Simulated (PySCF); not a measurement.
Isomers of C4H9NSi2. The calculation used TDDFT PBE0/def2-SVPD, vertical, gas phase, core orbitals frozen in the response (PySCF 2.14.0, density-fitted response routines). Geometries: PBE0-D3(BJ)/def2-SVP; one conformer of each isolated species. Triplets are in the Tamm–Dancoff approximation.

A. `C#C[C@H]1C[SiH2]N[SiH2]1`
B. `N#C[Si@@H]1CCC[SiH2]1`
C. `[SiH2]1[SiH2]CC[C@H]1C#N`
D. `N#C[C@@H]1C[Si@H]1C[SiH3]`

Lowest singlet levels (six at most, fewer where fewer were computed) with oscillator strengths:

1. 202 nm (f 0.006); 201 nm (f 0.002); 191 nm (f 0.000); 189 nm (f 0.009); 188 nm (f 0.006); 184 nm (f 0.003); T1 5.19 eV
2. 196 nm (f 0.025); 193 nm (f 0.040); 175 nm (f 0.016); 172 nm (f 0.169); 171 nm (f 0.045); 170 nm (f 0.016); T1 5.63 eV
3. 201 nm (f 0.012); 197 nm (f 0.002); 195 nm (f 0.156); 184 nm (f 0.001); 178 nm (f 0.023); 176 nm (f 0.013); T1 5.12 eV
4. 209 nm (f 0.016); 199 nm (f 0.092); 184 nm (f 0.160); 178 nm (f 0.018); 174 nm (f 0.010); 171 nm (f 0.084); T1 5.29 eV

**Question.** Match each spectrum to its molecule.

**Answer.** 1 = A, 2 = C, 3 = D, 4 = B.
- A: S1 at 6.14 eV, HOMO-1→LUMO (72%), HOMO→LUMO (22%); Löwdin shares by element: HOMO carbon 71% or more, silicon 8% or more (atoms not listed hold the other 20%); LUMO silicon 41%, hydrogen 12% or more, nitrogen 10% (atoms not listed hold the other 38%); HOMO -7.30 and LUMO 0.08 eV.
- B: S1 at 5.94 eV, HOMO→LUMO (85%), HOMO→LUMO+1 (10%); Löwdin shares by element: HOMO silicon 49%, carbon 22% or more (atoms not listed hold the other 29%); LUMO silicon 32%, carbon 18% or more, nitrogen 18% (atoms not listed hold the other 32%); HOMO -7.91 and LUMO -0.67 eV.
- C: S1 at 6.33 eV, HOMO→LUMO (59%), HOMO→LUMO+1 (37%); Löwdin shares by element: HOMO silicon 51%, carbon 21% or more (atoms not listed hold the other 28%); LUMO silicon 44%, carbon 14% or more (atoms not listed hold the other 42%); HOMO -7.97 and LUMO -0.45 eV.
- D: S1 at 6.18 eV, HOMO→LUMO+2 (71%), HOMO→LUMO (10%), HOMO→LUMO+4 (8%); Löwdin shares by element: HOMO carbon 40% or more, silicon 21% or more, nitrogen 16% (atoms not listed hold the other 23%); LUMO silicon 33% or more, carbon 20% or more, hydrogen 10% or more (atoms not listed hold the other 36%); HOMO -7.40 and LUMO -0.16 eV.
A and D have S1 within 0.05 eV of each other; their strongest listed levels stand at 6.56 eV (f 0.009) and 6.35 eV (f 0.156).
